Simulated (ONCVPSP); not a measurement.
**Logarithmic derivatives: Pd (Z = 46), ONCV**

- Element: Pd (Z = 46)
- Generator: ONCVPSP 4.0.1
- Type: optimised norm-conserving Vanderbilt (ONCV)
- Functional: LDA (Perdew-Wang 92)
- Relativity: scalar-relativistic
- Frozen core: [Ar] 3d10
- Valence charge: 18
- Reference configuration: 4s2 4p6 4d10
- Partial waves: 4s: rc 1.35 bohr, ncon 4, nbas 7, qcut 7.7 1/bohr, 2 projectors, debl 1 Ha; 4p: rc 1.30 bohr, ncon 3, nbas 8, qcut 13.5 1/bohr, 2 projectors, debl 3.2 Ha; 4d: rc 1.70 bohr, ncon 4, nbas 9, qcut 7.5 1/bohr, 1 projector
- Local potential: polynomial inside 0.95 bohr (lpopt 5, dvloc0 -1 Ha)
- Core correction: Teter function, fcfact 4, rcfact 1.75

In the s channel the program set the typed energies aside and used -3.140, 0.250 Ha.

The phase is arctan(r·R′/R) of the radial function R(r), unwrapped; energies in Ha, scanned from -5 to 5 Ha. A pole is an energy at which the radial function vanishes at the test radius. The pseudo phase is shifted by a multiple of π to meet the all-electron one at the reference energy, and phase errors are pseudo minus all-electron; the curves can meet again beyond the range given. Levels narrower than the energy grid can be missing from the lists of poles.

```csv
channel,radius (bohr),reference energy (Ha),"poles, all-electron","poles, pseudo",unbroken range about the reference energy with phases within 0.05 rad,phase error 1 Ha above the reference energy (rad)
s,1.37,-3.14,-2.00,-2.00,below 4.9,-0.000
p,1.32,-1.89,-0.05,-0.05,the whole range,-0.000
d,1.73,-0.16,0.74,0.75,below 2.8,+0.002
```

Phases in the s channel:

| E (Ha) | all-electron | pseudo |
| --- | --- | --- |
| -4.96 | 0.777 | 0.776 |
| -4.48 | 0.333 | 0.333 |
| -4.00 | -0.476 | -0.476 |
| -3.52 | -1.066 | -1.066 |
| -3.04 | -1.334 | -1.334 |
| -2.56 | -1.473 | -1.473 |
| -2.08 | -1.560 | -1.560 |
| -1.60 | -1.623 | -1.623 |
| -1.12 | -1.675 | -1.675 |
| -0.64 | -1.722 | -1.722 |
| -0.16 | -1.768 | -1.768 |
| 0.32 | -1.818 | -1.817 |
| 0.80 | -1.875 | -1.875 |
| 1.28 | -1.947 | -1.947 |
| 1.76 | -2.042 | -2.043 |
| 2.24 | -2.181 | -2.183 |
| 2.72 | -2.398 | -2.404 |
| 3.20 | -2.748 | -2.765 |
| 3.68 | -3.235 | -3.270 |
| 4.16 | -3.695 | -3.740 |
| 4.64 | -4.004 | -4.051 |
